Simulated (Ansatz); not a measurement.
These are frozen-core CCSD(T)/cc-pVTZ // r2SCAN-D4/def2-TZVP (Ansatz, a quantum-chemistry and plane-wave program) values and carry that method's errors.

Ansatz 0.2 input:
```yaml
crystal:
  periodic: [false, false, false]
  atoms:
    - { symbol: C, position_ang: [1.376295, 0.09767, -0.129317] }
    - { symbol: N, position_ang: [0.449726, -0.590635, -0.645927] }
    - { symbol: C, position_ang: [-0.849715, -0.530332, -0.138389] }
    - { symbol: N, position_ang: [-1.642402, 0.461151, -0.163406] }
    - { symbol: H, position_ang: [1.230267, 0.722341, 0.760959] }
    - { symbol: H, position_ang: [2.36883, 0.073586, -0.57741] }
    - { symbol: H, position_ang: [-1.212327, -1.494334, 0.226739] }
    - { symbol: H, position_ang: [-1.175019, 1.277504, -0.569146] }
basis:
  gaussian: { orbitals: cc-pVTZ }
correlation:
  method: ccsd_t
```

Output:

```
Functional definition: HF
1021 factors; integrals over basis functions are off by at most 9.1e-4 eV
mean field evaluation 1: about -5085.0627 eV, gradient 3.5e1 eV
mean field evaluation 2: about -5085.0674 eV, gradient 3.5e1 eV
mean field evaluation 4: about -5087.9831 eV, gradient 3.8e0 eV
mean field evaluation 8: about -5088.0476 eV, gradient 2.5e-1 eV
mean field evaluation 16: about -5088.0370 eV, gradient 1.1e0 eV
mean field -5088.04811102 eV, -186.9823192770 hartree, gradient 3.3e-6 eV, S^2 0.000000; 0 other end points of the search recorded, 0 dependent functions left out
4 core orbitals not correlated
reference -5088.04811102 eV, -186.9823192770 hartree; 11, 11 occupied and 161, 161 virtual orbitals, 1021 factors
second order -19.60816963 eV of doubles, -0.00000000 eV of singles
cycle   1  -19.51401947 eV  change    9.4e-2 eV  update   1.0e-1
cycle   2  -20.06735386 eV  change   -5.5e-1 eV  update   3.3e-2
cycle   3  -20.19829896 eV  change   -1.3e-1 eV  update   1.7e-2
cycle   4  -20.18668585 eV  change    1.2e-2 eV  update   4.6e-3
cycle   5  -20.18709325 eV  change   -4.1e-4 eV  update   2.5e-3
cycle   6  -20.18851603 eV  change   -1.4e-3 eV  update   8.7e-4
cycle   7  -20.18813986 eV  change    3.8e-4 eV  update   5.0e-4
cycle   8  -20.18797464 eV  change    1.7e-4 eV  update   2.3e-4
cycle   9  -20.18806084 eV  change   -8.6e-5 eV  update   1.0e-4
cycle  10  -20.18803416 eV  change    2.7e-5 eV  update   4.4e-5
cycle  11  -20.18804591 eV  change   -1.2e-5 eV  update   2.0e-5
cycle  12  -20.18806542 eV  change   -2.0e-5 eV  update   7.1e-6
perturbative correction -0.96966118 eV, -0.0356343912 hartree
Total energy: -5109.20583762 eV, -187.7598513883 hartree
```

Cost: about 60 core-seconds (a rough figure).
